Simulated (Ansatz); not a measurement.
Isolated molecules relaxed with PBE0-D4/def2-TZVP in Ansatz; ΔE leaves out vibrations. CCSD(T)/CBS adds triple-zeta CCSD(T) − MP2 to the extrapolated MP2 energy (def2 sets, frozen cores). def2 core potentials past Kr. For Sn outer-core shells are correlated without core-valence functions, which leaves a few kJ/mol of doubt a bond. One conformer a species, not always the lowest.

`C[CH2][Sn][NH2]` + `CCCC(C)CC` → `[CH3][Sn][NH2]` + `CCCC(CC)CC`  (formal exchange of groups at the Sn–C bond)

```tsv
level	ΔE (kJ/mol)
HF/def2-SVP	-5.7
HF/def2-QZVPP	-6.9
```

(1) What does CCSD(T)/CBS give? (Estimate.)

Largest T1 diagnostic among the species: 0.016.

## Answers

(1) Ansatz gave: -9.8 kJ/mol. The listed levels differ from it by 4.1, 2.9 kJ/mol.

Leaving LDA and LC-ωPBE aside and taking each functional with its dispersion term where it has one, the values, not all of them listed here, spread over 5.0 kJ/mol, from ωB97M-V to BLYP-D4. LDA lies −6.0 kJ/mol from PBE without D4. From BLYP to BHLYP (50 % exact exchange), in def2-TZVPP and without D4, ΔE moves by −4.4 kJ/mol.
